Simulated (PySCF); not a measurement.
Compound: C4H3F3O2.
Geometry (GFN2-xTB, Å), atoms numbered from 1 in this order:
```
atom  x, y, z in Å
O1    -2.106   -0.971   -0.638
C2    -1.792   -0.093    0.119
O3    -2.669    0.674    0.767
C4    -0.394    0.283    0.460
C5     0.628   -0.366   -0.080
C6     2.061   -0.042    0.217
F7     2.709   -1.097    0.736
F8     2.730    0.304   -0.895
F9     2.208    0.966    1.085
H10   -3.580    0.425    0.543
H11   -0.276    1.098    1.157
H12    0.480   -1.180   -0.776
```

A PySCF run (density fitting, gas phase, GFN2-xTB geometry) gave HOMO -9.84 eV, LUMO -4.53 eV, dipole 2.45 D.

Question: Which of these levels was it?
A. revPBE/pcseg-1
B. WP04/IGLO-II
C. CAM-B3LYP/def2-SVPD
D. PBE0/pcSseg-1

Answer: B. It is WP04/IGLO-II. All candidates on this geometry:

```
                     level and settings                                   kind  basis functions  SCF cycles     E (Eh)  HOMO (eV)  LUMO (eV)  dipole (D)
           revPBE/pcseg-1, grid level 4                                    GGA              141          17  -603.9138      -6.90      -3.06        2.21
WP04/IGLO-II, energy threshold 1e-06 Eh  global hybrid fitted to proton shifts              216           9  -615.9012      -9.84      -4.53        2.45
                          PBE0/pcSseg-1                          global hybrid              168          15  -603.5493      -8.74      -2.27        2.34
                    CAM-B3LYP/def2-SVPD                 range-separated hybrid              219          14  -603.6115     -10.38      -1.27        2.40
```

The nearest other candidate, by the summed differences of HOMO and LUMO, is PBE0/pcSseg-1: its HOMO differs by +1.10 eV and its LUMO by +2.26 eV. Cycle counts include a coarse-grid stage where the run had one. WP04 was designed for NMR shieldings or shifts; total energies of different functionals aren't comparable.
